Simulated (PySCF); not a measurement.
Compound: C3H7ClFSi (charge +1).
Numbering: `[CH3:1][Si+:2]([CH2:3][F:4])[CH2:5][Cl:6]` (hydrogens: H7, H8, H9 on C1; H10, H11 on C3; H12, H13 on C5)

Cartesian coordinates in Å at the GFN2-xTB level; atoms count from 1:
```xyz
13
C3H7ClFSi angstrom
C     -0.5856    1.8215    0.5225
Si    -0.0617    0.1320   -0.1069
C      1.7868   -0.3782   -0.2593
F      1.8240   -1.6527   -0.7623
C     -1.2337   -1.2939   -0.4898
Cl    -1.1927   -1.8824    1.2421
H      0.0809    2.1840    1.3079
H     -0.5769    2.5666   -0.2741
H     -1.5973    1.7958    0.9304
H      2.3581    0.2561   -0.9466
H      2.3082   -0.3993    0.7053
H     -0.8521   -2.0894   -1.1320
H     -2.2625   -1.0597   -0.7549
```

The geometry is computed with GFN2-xTB (gas phase).

Masses are those of the commonest isotopes; rigid-rotor values at the optimised geometry. The values belong to one conformer with, in the numbering `[CH3:1][Si+:2]([CH2:3][F:4])[CH2:5][Cl:6]`, C1–Si2–C3–F4 -179°, C1–Si2–C5–Cl6 -87°.

What are A, B and C (MHz)?

Ia = 224.28, Ib = 273.59, Ic = 427.11 u·Å²; 505379 MHz·u·Å²/I gives A = 2253, B = 1847, C = 1183 MHz.

What kind of rotor is it?

An asymmetric top. Ray's parameter κ = (2B − A − C)/(A − C) = 0.241; −1 is the prolate and +1 the oblate limit.

What does the inertial defect say?

Not planar: Δ = Ic − Ia − Ib = -70.77 u·Å². For a rigid frame Δ = −2 Σ m c², so Σ m c² = 35.38 u·Å² lies off the ab plane: 10.00 from hydrogen and 25.39 from heavier atoms. The atom farthest from that plane is 1.82 Å away.

Stationary, but not proved a minimum. Constants of a rigid frame at the computed geometry: no zero-point averaging, no centrifugal distortion.
